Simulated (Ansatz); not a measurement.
Geometry optimisation, RKS r2SCANh-D4/def2-SVP (Ansatz 0.2.0).

The input (input.yaml):

```yaml
crystal:
  periodic: [false, false, false]
  atoms:
    - { symbol: Ge, position_ang: [0.547531, 0.353557, -0.119628] }
    - { symbol: H, position_ang: [-0.950222, 0.42113, 2.191619] }
    - { symbol: O, position_ang: [1.743281, 0.054191, -1.3653] }
    - { symbol: H, position_ang: [1.587971, -0.769477, -1.841897] }
    - { symbol: O, position_ang: [-0.875741, 1.206937, -0.651697] }
    - { symbol: H, position_ang: [-1.651827, 0.630757, -0.675246] }
    - { symbol: F, position_ang: [0.010489, -1.206529, 0.403077] }
    - { symbol: O, position_ang: [1.3904, 1.278392, 1.112851] }
    - { symbol: H, position_ang: [2.335585, 1.299926, 0.914724] }
    - { symbol: H, position_ang: [-0.402067, 0.854816, 2.345898] }
basis:
  gaussian: { orbitals: def2-SVP }
hamiltonian:
  xc: r2scanh
  dispersion: d4
relax:
  f_tol: 0.03
  max_steps: 50
```

Command:

```bash
$ ansatz run input.yaml --threads 4 --pin off --max-ram 5120MiB --backend cpu --events-out ev --progress --plain --runs-dir out
```

Q: Where does it end, and by what steps?

A: The run converged. After 29 steps the energy has fallen by 0.160 eV; H2 moved furthest, 1.11 Å.

```json
{"step": "0", "energy less start (eV)": "0.0000", "largest force component (eV/Å)": "1.378", "accepted": "yes"}
{"step": "2", "energy less start (eV)": "-0.0982", "largest force component (eV/Å)": "0.112", "accepted": "yes"}
{"step": "4", "energy less start (eV)": "-0.1064", "largest force component (eV/Å)": "0.191", "accepted": "yes"}
{"step": "6", "energy less start (eV)": "-0.1131", "largest force component (eV/Å)": "0.334", "accepted": "yes"}
{"step": "8", "energy less start (eV)": "-0.1294", "largest force component (eV/Å)": "0.144", "accepted": "yes"}
{"step": "10", "energy less start (eV)": "-0.1313", "largest force component (eV/Å)": "0.128", "accepted": "yes"}
{"step": "12", "energy less start (eV)": "-0.1357", "largest force component (eV/Å)": "0.053", "accepted": "yes"}
{"step": "14", "energy less start (eV)": "-0.1387", "largest force component (eV/Å)": "0.081", "accepted": "yes"}
{"step": "16", "energy less start (eV)": "-0.1406", "largest force component (eV/Å)": "0.162", "accepted": "yes"}
{"step": "18", "energy less start (eV)": "-0.1439", "largest force component (eV/Å)": "0.137", "accepted": "yes"}
{"step": "20", "energy less start (eV)": "-0.1472", "largest force component (eV/Å)": "0.047", "accepted": "yes"}
{"step": "22", "energy less start (eV)": "-0.1501", "largest force component (eV/Å)": "0.089", "accepted": "yes"}
{"step": "24", "energy less start (eV)": "-0.1527", "largest force component (eV/Å)": "0.081", "accepted": "yes"}
{"step": "26", "energy less start (eV)": "-0.1575", "largest force component (eV/Å)": "0.254", "accepted": "yes"}
{"step": "28", "energy less start (eV)": "-0.1595", "largest force component (eV/Å)": "0.055", "accepted": "yes"}
{"step": "29", "energy less start (eV)": "-0.1600", "largest force component (eV/Å)": "0.015", "accepted": "yes"}
```

```xyz
10
Properties=species:S:1:pos:R:3
Ge 0.781 0.078 -0.330
H -1.505 1.320 2.544
O 1.796 0.299 -1.725
H 1.381 0.007 -2.544
O -0.836 0.607 -0.692
H -1.387 0.681 0.097
F 0.768 -1.600 0.090
O 1.412 0.936 1.053
H 2.108 0.450 1.511
H -0.783 1.345 2.310
```

Whether the end is a true minimum wasn't checked by a vibrational analysis.

Run time: 68 s on 4 threads of Arm Neoverse V2, with other jobs on the host, peak memory 0.3 GiB.
